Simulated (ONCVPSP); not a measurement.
# Ranking ONCV potentials for Br

All share these settings but for the change named:

| Item | Value |
| --- | --- |
| Element | bromine (Br) |
| Generator | ONCVPSP 4.0.1 |
| Type | optimised norm-conserving Vanderbilt (ONCV) |
| Functional | LDA (Perdew-Wang 92) |
| Relativity | scalar-relativistic |
| Frozen core | [Ne] |
| Valence charge | 25 |
| Reference configuration | 3s2 3p6 3d10 4s2 4p4 (charge +1) |
| Partial waves | 3s+4s: rc 0.95 bohr, ncon 4, nbas 8, qcut 13.5 1/bohr, 2 projectors; 3p+4p: rc 1.00 bohr, ncon 4, nbas 7, qcut 10.7 1/bohr, 3 projectors, debl 1.5 Ha; 3d: rc 1.10 bohr, ncon 3, nbas 8, qcut 16 1/bohr, 2 projectors, debl 2.1 Ha |
| Local potential | polynomial inside 0.90 bohr (lpopt 5, dvloc0 0 Ha) |
| Core correction | none |

In the d channel the program set the typed energies aside and used -2.874, 0.250 Ha.

Test errors are all-electron minus pseudo excitation energies from the reference, over 3s2 3p6 3d10 4s2 4p5; 3s2 3p6 3d10 4s2 4p3; 3s2 3p6 3d10 4s2 4p2; 3s1 3p6 3d10 4s2 4p5. None of these files shows a bound ghost.

The base gives 538.8 meV.

Of 8 variants that were run, those that failed, showed a ghost or another fault, or gave nearly equal values are left out.

A variant can come out equal or close to the base, since the largest error may sit in a test that the change hardly touches while other tests move.

Problem. Rank these variants by their largest absolute test error, smallest first.
A. d: qcut 9.5
B. d: qcut 13.5
C. d: qcut 15.4
D. d: qcut 19.5
E. d: qcut 23.8

Solution. E (400.0 meV), D (457.2 meV), C (557.8 meV), B (631.3 meV), A (862.6 meV).
